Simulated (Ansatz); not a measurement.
## Ligand exchange: C5H9Br + NaSH → C5H10S + NaBr

Species: C5H9Br (bromocyclopentane) `BrC1CCCC1`, singlet; NaSH `[Na][SH]`, singlet; C5H10S (cyclopentanethiol) `SC1CCCC1`, singlet; NaBr, singlet. The partners trade Br for SH: C–Br and Na–SH bonds give way to C–SH and Na–Br.

Shapes, held fixed at every level: PBE0-D4/def2-TZVP. Flexible molecules stand in one conformer, not always the lowest. Programs: Ansatz 0.2.0. The zero-point and thermal change to 298 K, harmonic and unscaled (PBE0-D4/def2-TZVP), is +3.7 kJ/mol.

```tsv
level	kind	ΔH(298 K) (kJ/mol)	less CCSD(T)/def2-TZVPP
r2SCAN-D4/def2-TZVPP	meta-GGA	-96.2	-4.9
B3LYP-D4/def2-TZVPP	global hybrid	-92.9	-1.6
wB97M-V/def2-TZVPP	range-separated hybrid	-96.2	-4.9
MP2/def2-TZVPP	perturbation theory	-91.8	-0.5
CCSD(T)/def2-SVP	coupled cluster or CI	-112.6	-21.3
CCSD/def2-SVP	coupled cluster or CI	-114.5	-23.2
CCSD/def2-TZVPP	coupled cluster or CI	-93.7	-2.4
CCSD(T)/def2-TZVPP	coupled cluster or CI	-91.3	0.0
```

The highest level, CCSD(T)/def2-TZVPP, gives ΔH(298 K) = -91.3 kJ/mol; the levels span -114.5 to -91.3. The column of differences is taken from that level and isn't an error. No measured value is set beside it here. Relativity is left out for Br. Outer-core shells of Br, Na are correlated, in sets that cover them unevenly.
